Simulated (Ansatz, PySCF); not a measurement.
Species: CHS (charge 0, doublet). It need not be the lowest isomer of its formula. 
Geometry from a B3LYP-D3(BJ)/def2-TZVP (Ansatz, a program for electronic structure) optimisation:
```
C
H 1 1.0885
S 1 1.5568 2 132.52
```
Charge 0, spin multiplicity 2.

Property: atomisation energy (electronic, to ground-state atoms), in kJ/mol. Cores are frozen in the correlated levels unless marked. Open shells are spin-unrestricted. No spin-orbit coupling. Non-relativistic unless marked X2C. The coupled-cluster limit lacks core correlation, which all-electron functionals hold. CBS marks a two-point X^-3 extrapolation of the correlation energy; Hartree-Fock from the larger set.

The UHF reference is spin-contaminated (<S^2> 0.25 over the pure value in the largest basis). The T1 diagnostic of CCSD in the largest basis is 0.060, which is high, so the coupled-cluster rows are less sure than usual.

```json
[
 {"level": "HF-D4/def2-TZVPD", "program": "PySCF + dftd4", "atomisation energy (kJ/mol)": "630.8"},
 {"level": "BLYP/def2-TZVPD", "program": "Ansatz", "atomisation energy (kJ/mol)": "961.8"},
 {"level": "BP86-D3(BJ)/def2-TZVPD", "program": "PySCF + dftd3", "atomisation energy (kJ/mol)": "1006.7"},
 {"level": "M06-L-D4/def2-TZVPD", "program": "PySCF + dftd4", "atomisation energy (kJ/mol)": "961.8"},
 {"level": "r2SCAN-D3(BJ)/def2-TZVPD", "program": "Ansatz + dftd3", "atomisation energy (kJ/mol)": "963.7"},
 {"level": "PBE0-D3(BJ)/def2-TZVP", "program": "Ansatz + dftd3", "atomisation energy (kJ/mol)": "958.5"},
 {"level": "PW6B95-D4/def2-TZVPD", "program": "PySCF + dftd4", "atomisation energy (kJ/mol)": "960.5"},
 {"level": "HSE06/def2-TZVPD", "program": "Ansatz", "atomisation energy (kJ/mol)": "957.7"},
 {"level": "wB97X-V/def2-TZVPD", "program": "Ansatz", "atomisation energy (kJ/mol)": "[?]"},
 {"level": "SCS-MP2/aug-cc-pV(D+d)Z", "program": "Ansatz", "atomisation energy (kJ/mol)": "838.2"},
 {"level": "SCS-MP2/cc-pV(Q+d)Z", "program": "Ansatz", "atomisation energy (kJ/mol)": "901.3"},
 {"level": "CCSD/def2-SVPD", "program": "Ansatz", "atomisation energy (kJ/mol)": "[?]"},
 {"level": "CCSD/def2-TZVPPD", "program": "Ansatz", "atomisation energy (kJ/mol)": "881.9"},
 {"level": "CCSD/def2-QZVPPD", "program": "Ansatz", "atomisation energy (kJ/mol)": "897.4"},
 {"level": "X2C-CCSD(T)/cc-pVTZ-DK", "program": "Ansatz", "atomisation energy (kJ/mol)": "[?]"},
 {"level": "CCSD(T)/CBS(aug-cc-pV(T+d)Z,aug-cc-pV(Q+d)Z)", "program": "Ansatz", "atomisation energy (kJ/mol)": "[?]"}
]
```

### Question
Some entries are withheld; supply them.

### Answer

- wB97X-V/def2-TZVPD, atomisation energy (kJ/mol): 945.1
- CCSD/def2-SVPD, atomisation energy (kJ/mol): 850.9
- X2C-CCSD(T)/cc-pVTZ-DK, atomisation energy (kJ/mol): 900.0
- CCSD(T)/CBS(aug-cc-pV(T+d)Z,aug-cc-pV(Q+d)Z), atomisation energy (kJ/mol): 943.3
